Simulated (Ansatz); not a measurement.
`[NH2][Sc]([O][SiH3])[O][SiH3]`, 14 atoms. Charge 0, multiplicity 1. Correlated methods include outer-core shells of Sc, which these sets cover unevenly. Scalar relativity is left out up to krypton. Hardware: A = 2 threads of an AMD EPYC 7R13 on a shared host; B = 2 threads of an AMD EPYC 7R13 on a shared host and a share of an NVIDIA H100 80 GB. Correlated methods freeze the cores. Open-shell runs search over several starts.

Question: How many basis functions does each run have, and how long does it take in Ansatz? UHF-MP2/def2-QZVPP energy of the cation [B]; RKS PBE0-D4/def2-TZVP frequencies [B]; direct RPA on PBE orbitals/def2-TZVPP energy [B]; RKS B2PLYP (frozen core)/def2-TZVPP energy [B]; RKS PBE0-D4/def2-SVP energy [A]; RHF-CCSD(T)/def2-TZVPP energy [B]; UKS PBE-D4/def2-TZVPP energy of the cation [B]; RKS ωB97M-V/def2-QZVPP energy [B]; RKS ωB97M-V/def2-SVP energy [A]; UKS ωB97X-V/def2-TZVPP energy of the cation [B]; RKS PBE0-D4/def2-TZVP relaxation (18 steps) [B]; UHF-CCSD(T)/def2-TZVPP energy of the cation [B]. (Best estimate.)

Answer: The calculation gave: Other jobs shared the machine, so times are rough.

| level | job | functions | wall time | peak host memory (GiB) |
| --- | --- | --- | --- | --- |
| RKS PBE0-D4/def2-SVP | energy [A] | 149 | 3.6 s | 0.45 |
| RKS B2PLYP (frozen core)/def2-TZVPP | energy [B] | 353 | 7.5 s | 1.5 |
| direct RPA on PBE orbitals/def2-TZVPP | energy [B] | 353 | 12 s | 1.5 |
| UKS ωB97X-V/def2-TZVPP | energy of the cation [B] | 353 | 12 s | 1.2 |
| RKS ωB97M-V/def2-SVP | energy [A] | 149 | 15 s | 0.68 |
| RKS ωB97M-V/def2-QZVPP | energy [B] | 644 | 16 s | 1.3 |
| UHF-MP2/def2-QZVPP | energy of the cation [B] | 644 | 21 s | 1.4 |
| RHF-CCSD(T)/def2-TZVPP | energy [B] | 353 | 23 s | 0.84 |
| UKS PBE-D4/def2-TZVPP | energy of the cation [B] | 353 | 27 s | 1 |
| RKS PBE0-D4/def2-TZVP | relaxation (18 steps) [B] | 260 | 60 s | 0.96 |
| RKS PBE0-D4/def2-TZVP | frequencies [B] | 260 | 2.5 min | 0.95 |
| UHF-CCSD(T)/def2-TZVPP | energy of the cation [B] | 353 | 2.7 min | 1.5 |
